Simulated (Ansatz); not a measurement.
# CHBrClF (bromochlorofluoromethane): from total energies to a heat of formation

The species is CHBrClF (5 atoms), meant as a singlet with charge 0. SMILES: `FC(Cl)Br`. Geometry: relaxed at PBE0-D4/def2-TZVP.

Total energies at B2PLYP/def2-SVPD, 16 core orbitals frozen (Ansatz 0.2.0); the atoms run unrestricted:

| species | state | energy (Eh) |
| --- | --- | --- |
| CHBrClF | singlet | -3171.695866 |
| F | doublet | -99.584573 |
| C | triplet | -37.778074 |
| Cl | doublet | -459.859256 |
| Br | doublet | -2573.407992 |
| H | doublet | -0.497926 |

Harmonic wavenumbers at PBE0-D4/def2-TZVP, in cm⁻¹: 224, 317, 432, 667, 790, 1122, 1223, 1328, 3161.

Measured heats of formation of the gaseous atoms at 298.15 K, in kJ/mol: F 79.4, C 716.9, Cl 121.3, Br 111.9, H 218.0. Spin-orbit lowering of the atoms at 298 K (mean of the ground term's levels less their thermal mean, from spectra), in kJ/mol: F 1.29, C 0.02, Cl 3.44, Br 14.69. Take 1 Eh = 2625.50 kJ/mol, 1 cm⁻¹ = 0.0119627 kJ/mol, RT = 2.479 kJ/mol.

Task: Work out the heat of formation of the gas at 298 K.

Result: 
1. Electronic atomisation energy: (-99.584573) + (-37.778074) + (-459.859256) + (-2573.407992) + (-0.497926) − (-3171.695866) = 0.568045 Eh = 1491.4 kJ/mol.
2. Zero-point energy: half the sum of the wavenumbers, 4632 cm⁻¹ = 55.4 kJ/mol.
3. Thermal vibrational enthalpy, Σ hcν̃/(exp(hcν̃/kT) − 1): 3.8 kJ/mol. Translation, rotation and pV of a non-linear molecule: 4 RT = 9.9 kJ/mol.
4. The 5 free atoms carry 5/2 RT each: 31.0 kJ/mol.
5. Spin-orbit coupling lowers the free atoms by 1.29 + 0.02 + 3.44 + 14.69 = 19.4 kJ/mol.
6. Atomisation enthalpy at 298 K: 1491.4 − 19.4 − 55.4 − 3.8 − 9.9 + 31.0 = 1433.9 kJ/mol.
7. Sum of the atoms' heats of formation: 1247.5 kJ/mol. Heat of formation: 1247.5 − 1433.9 = -186.4 kJ/mol.

The tabulated value is -231.8 kJ/mol (Active Thermochemical Tables), so this level is off by +45.4 kJ/mol, or 3.1 % of the atomisation enthalpy that the table implies (1479.2 kJ/mol). Relativity is left out. A double-zeta basis underbinds. Anharmonicity and any spin-orbit splitting of the molecule are left out, and so is core correlation.
